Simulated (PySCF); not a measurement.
**Excited states of Mg (magnesium, neutral)**

Ground state [Ne] 3s2, ¹S. Computed with PySCF 2.14 in aug-cc-pVDZ with one added diffuse shell each of s, p, d type (6s5p3d, 36 functions), with no relativity, point nucleus. Vertical excitation energies in eV without spin-orbit coupling; excited terms of each kind are numbered among those the solver found. Frozen: [He] 2s2.

```json
{"term": "1 3P°", "leading excitation": "3s → p", "EOM-EE-CCSD": "2.604", "measured centre of gravity (NIST)": "2.714 (3s3p)"}
{"term": "1 1P°", "leading excitation": "3s → p", "EOM-EE-CCSD": "4.310", "measured centre of gravity (NIST)": "4.346 (3s3p)"}
{"term": "1 3S", "leading excitation": "3s → s", "EOM-EE-CCSD": "5.029", "measured centre of gravity (NIST)": "5.108 (3s4s)"}
{"term": "1 1S", "leading excitation": "3s → s", "EOM-EE-CCSD": "5.300", "measured centre of gravity (NIST)": "5.394 (3s4s)"}
{"term": "1 1D", "leading excitation": "3s → d", "EOM-EE-CCSD": "5.670", "measured centre of gravity (NIST)": "5.753 (3s3d)"}
{"term": "2 3P°", "leading excitation": "3s → p", "EOM-EE-CCSD": "5.830", "measured centre of gravity (NIST)": "n/a"}
{"term": "1 3D", "leading excitation": "3s → d", "EOM-EE-CCSD": "5.942", "measured centre of gravity (NIST)": "5.946 (3s3d)"}
{"term": "2 1P°", "leading excitation": "3s → p", "EOM-EE-CCSD": "6.037", "measured centre of gravity (NIST)": "n/a"}
{"term": "2 3S", "leading excitation": "3s → s", "EOM-EE-CCSD": "6.355", "measured centre of gravity (NIST)": "n/a"}
{"term": "2 1S", "leading excitation": "3s → s", "EOM-EE-CCSD": "6.468", "measured centre of gravity (NIST)": "n/a"}
{"term": "2 1D", "leading excitation": "3s → d", "EOM-EE-CCSD": "7.015", "measured centre of gravity (NIST)": "n/a"}
{"term": "2 3D", "leading excitation": "3s → d", "EOM-EE-CCSD": "8.222", "measured centre of gravity (NIST)": "n/a"}
```

Only the lower part of the computed list is shown. Doubly excited terms such as np² are absent. The solver can miss terms. Rydberg members are limited by the diffuse functions of the basis.
